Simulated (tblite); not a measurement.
Compound: C5H12AlFS.
SMILES with atom numbers: `[CH3:1][S+:2]([CH3:3])[AlH2-:4][C@@H:5]1[CH2:6][C@@H:7]1[F:8]` (hydrogens: H9, H10, H11 on C1; H12, H13, H14 on C3; H15, H16 on Al4; H17 on C5; H18, H19 on C6; H20 on C7)

Computed with GFN2-xTB (tblite), gas phase: L-BFGS steps from a force-field or distance-geometry start until the largest atomic force falls under 0.01 eV/Å.

Geometry at step 19:
```
atom  x, y, z in Å
C1     -2.6989    1.2506   -0.6329
S2     -1.5785   -0.1688   -0.8014
C3     -2.5092   -1.3471    0.2235
Al4     0.5500    0.5126    0.4065
C5      1.8599   -0.2514   -0.9388
C6      2.9546   -0.9284   -0.1167
C7      3.0550    0.5053   -0.4445
F8      2.7089    1.3401    0.6333
H9     -2.8479    1.4955    0.4125
H10    -2.2404    2.0917   -1.1384
H11    -3.6410    0.9939   -1.1067
H12    -1.9565   -2.2781    0.2379
H13    -3.4798   -1.4950   -0.2388
H14    -2.6190   -0.9748    1.2356
H15     0.2866   -0.3813    1.6644
H16     0.0445    1.9876    0.4872
H17     1.8709   -0.5141   -1.9989
H18     2.7709   -1.1531    0.9295
H19     3.6062   -1.6269   -0.6202
H20     3.8584    0.9525   -1.0156
```

Problem. Give the atomic forces at this geometry.

Solution. 
| atom | Fx (eV/Å) | Fy (eV/Å) | Fz (eV/Å) |
| --- | --- | --- | --- |
| C1 | 0.042 | -0.004 | -0.007 |
| S2 | -0.031 | 0.001 | -0.048 |
| C3 | 0.054 | -0.001 | 0.002 |
| Al4 | -0.006 | 0.003 | 0.125 |
| C5 | -0.087 | 0.087 | 0.069 |
| C6 | -0.113 | -0.050 | -0.057 |
| C7 | -0.051 | 0.001 | -0.033 |
| F8 | -0.109 | -0.059 | -0.058 |
| H9 | 0.042 | -0.029 | 0.086 |
| H10 | 0.044 | 0.013 | -0.057 |
| H11 | -0.027 | 0.024 | -0.009 |
| H12 | 0.059 | -0.034 | -0.039 |
| H13 | -0.019 | -0.029 | 0.011 |
| H14 | 0.049 | 0.087 | 0.045 |
| H15 | 0.070 | -0.034 | -0.023 |
| H16 | 0.060 | 0.003 | -0.135 |
| H17 | 0.106 | 0.053 | 0.142 |
| H18 | -0.120 | -0.066 | -0.078 |
| H19 | 0.122 | 0.020 | 0.062 |
| H20 | -0.086 | 0.013 | 0.003 |

The largest, 0.18 eV/Å, acts on H17; the rms over all components is 0.063 eV/Å. The forces sum to zero within rounding, as they must for an isolated molecule in no field.

Problem. Give the force on H17 in Eh/bohr and in nN.

Solution. 0.185 eV/Å ÷ 51.422 = 0.00360 Eh/bohr, and 0.185 eV/Å × 1.602 = 0.30 nN.

Problem. How far is this geometry from the end of the optimisation?

Solution. 0.301 eV above it, and 0.854 Å rms away after alignment. The bonds farthest from their final lengths, with half the difference of the two atoms' forces along the bond (positive lengthens):

```csv
bond,now (Å),final (Å),force along bond (eV/Å)
S2–Al4,2.540,2.476,+0.05
Al4–H15,1.565,1.580,-0.06
C1–S2,1.816,1.806,-0.02
C7–F8,1.407,1.415,-0.02
C5–C6,1.527,1.521,-0.01
C5–H17,1.092,1.087,-0.03
```

The angle farthest from its final value is C1–S2–Al4, 105.3° against 89.0°.

Of the 3 listed bonds off by 0.010 Å or more, this force points towards the final length in 1.

What follows is the cost of the whole relaxation. On one thread, Arm Neoverse V1 (aarch64), shared host with 64 logical CPUs at a one-minute load of 43, this took 1.6 s.
